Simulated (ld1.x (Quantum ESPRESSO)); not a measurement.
Values are calculated unless marked as measured or tabulated.
## Potentials for selenium compared

Generated with ld1.x 7.5 (TM, RRKJ, ultrasoft, PAW), atompaw 4.2 or ONCVPSP 4.0.1. The cutoff is in Ry: for ld1.x and atompaw files where the sum of valence levels is converged to 10 mRy in a Bessel basis, for ONCV files where the hardest occupied wave has 1 mHa per electron of residual kinetic energy. The error is the largest all-electron minus pseudo excitation energy over each file’s own four to seven test configurations (ionisations up to +4, promotions, holes and added fractions of an electron), all of which were solved. The labels leave out finer settings (local radius, basis sizes, second energies), which also bear on the numbers. Spin-polarised tests are not counted. The rows are a selection from randomly drawn settings: files with unsolved tests, undetermined cutoffs or missed reference levels are left out.

A true bound ghost makes a file unfit for plane-wave use even where its test errors are small: the radial tests pick states by their node count and pass the ghost by.

| potential | cutoff (Ry) | largest error (meV) | bound ghosts |
| --- | --- | --- | --- |
| TM, PBE, fully relativistic, rc 1.45/1.50 (sp), local smoothed, core correction yes, reference 4s2 4p4 | 40 | -15 | none |
| TM, LDA (PZ), scalar-relativistic, rc 1.50/1.35/1.30 (spd), local p, core correction yes, reference 4s2 4p4 | 55 | -183 | s, d |
| TM, LDA (PZ), scalar-relativistic, rc 1.35/2.00 (sp), local s, core correction no, reference 4s2 4p4 | 40 | +204 | p |
| ultrasoft, PBEsol, fully relativistic, rc 1.55/1.95 (sp), local smoothed, core correction yes, reference 4s2 4p4 | 15 | -55 | none |
| TM, LDA (PZ), scalar-relativistic, rc 1.40/1.90 (sp), local p, core correction no, reference 4s2 4p4 | 40 | +166 | none |
| ultrasoft, PBE, fully relativistic, rc 1.70/1.50 (sp), local smoothed, core correction yes, reference 4s2 4p4 | 18 | -52 | none |
| TM, PBE, scalar-relativistic, rc 1.55/1.95 (sp), local s, core correction no, reference 4s2 4p3 | 40 | -36 | none |

**Question.** Fill in the row for Se: TM, LDA (PZ), scalar-relativistic, rc 1.25/1.70/1.50 (spd), local s, core correction yes, reference 4s2 4p3.5.

**Answer.** cutoff 50 Ry, largest error -98 meV, bound ghosts: p, d.
